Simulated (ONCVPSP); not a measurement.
**What one change does to a pseudopotential (tantalum (Ta), ONCV)**

* Element: Ta
* Generator: ONCVPSP 4.0.1
* Type: optimised norm-conserving Vanderbilt (ONCV)
* Functional: PBEsol
* Relativity: scalar-relativistic
* Frozen core: [Kr] 4d10 4f14
* Valence charge: 13
* Reference configuration: 5s2 5p6 5d3 6s1.75 6p0.25
* Partial waves: 5s+6s: rc 1.50 bohr, ncon 4, nbas 8, qcut 7.3 1/bohr, 2 projectors; 5p+6p: rc 2.05 bohr, ncon 4, nbas 9, qcut 8.4 1/bohr, 2 projectors; 5d: rc 2.90 bohr, ncon 4, nbas 9, qcut 6.6 1/bohr, 1 projector
* Local potential: polynomial inside 1.45 bohr (lpopt 3, dvloc0 4 Ha)
* Core correction: none

Change: s: rc 2.24.

Cutoffs: the cutoffs (Ha) at which the residual kinetic energy of the hardest occupied pseudo-wave falls to 1 and 0.1 mHa per electron; they do not see the model core or the augmentation charge, which bear on the density cutoff. Errors are all-electron minus pseudo energies relative to the spin-unpolarised reference configuration.

Task: What does the change do?

Result: The potential gets softer (22 Ha and 26 Ha → 13 Ha and 20 Ha); of the 4 tests that both files solve, the error grows in 3 and shrinks in 0 by more than 15 % and 0.3 meV (median size 1.2 → 4.0 meV); neither file shows a bound ghost. A larger radius leaves more room for a smooth pseudo-wave, so fewer plane waves are needed. More of the atom is replaced by a form fitted at one configuration, so other configurations suffer.

| quantity | base | changed |
| --- | --- | --- |
| cutoff, loose | 22 Ha | 13 Ha |
| cutoff, tight | 26 Ha | 20 Ha |
| loose cutoff by channel | s 22 Ha, p 11 Ha, d 12 Ha | s 13 Ha, p 11 Ha, d 12 Ha |
| bound ghosts | none | none |
| GHOST(+) flags under 300 eV | none | none |
| error for 5s2 5p6 5d3 6s2 6p0, meV [ΔE -1.03 eV] | +0.3 | +0.3 |
| error for 5s2 5p6 5d3 6s1 6p0, meV [ΔE 7.47 eV] | -2.0 | -2.7 |
| error for 5s2 5p6 5d3 6s0 6p0, meV [ΔE 22.45 eV] | -0.8 | -5.9 |
| error for 5s2 5p6 5d4 6s0 6p0, meV [ΔE 8.89 eV] | +1.5 | -5.3 |
| p: phases at 2.08 bohr within 0.05 rad from the reference energy up to (Ha; the scan ends near 5) | to the end of the scan | to the end of the scan |
| d: phases at 2.94 bohr within 0.05 rad from the reference energy up to (Ha; the scan ends near 5) | 0.8 | 0.8 |
